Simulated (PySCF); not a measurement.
CH₆O₃Si, SMILES C[Si](O)(O)O.

The structure is a stationary point at PBE-D3(BJ)/def2-SVP. The values are those of a single conformer.

These are PBE-D3(BJ)/def2-SVP (PySCF 2.14.0) values and carry that method's errors.

Frequencies are harmonic and unscaled.

Modes within 1.5 cm⁻¹ of each other (mostly degenerate sets) share a row, with their intensities summed.

| mode | ν (cm⁻¹) | IR (km/mol) | moving atoms (share of kinetic energy) |
|---|---|---|---|
| 1–2 | 34 | 116.9 | H 53 %, O 41 % |
| 3 | 135 | 0.5 | H 98 % |
| 4–5 | 237 | 32.9 | H 53 %, O 25 %, C 15 % |
| 6–7 | 290 | 20.4 | O 54 %, H 30 %, Si 15 % |
| 8 | 306 | 187.0 | H 54 %, O 34 % |
| 9 | 339 | 0.8 | H 58 %, O 19 %, Si 15 % |
| 10 | 660 | 6.4 | C 39 %, O 36 %, H 20 % |
| 11–12 | 739 | 81.6 | H 68 %, O 17 %, C 15 % |
| 13 | 751 | 86.6 | O 47 %, H 42 % |
| 14–15 | 800 | 283.2 | H 69 %, O 22 % |
| 16 | 887 | 82.5 | H 44 %, Si 37 %, O 15 % |
| 17–18 | 924 | 439.8 | Si 45 %, O 32 %, H 21 % |
| 19 | 1229 | 39.7 | H 75 %, C 24 % |
| 20–21 | 1379 | 5.1 | H 96 % |
| 22 | 2985 | 0.8 | H 97 % |
| 23–24 | 3088 | 5.6 | H 91 %, C 9 % |
| 25–27 | 3768 | 216.1 | H 94 % |
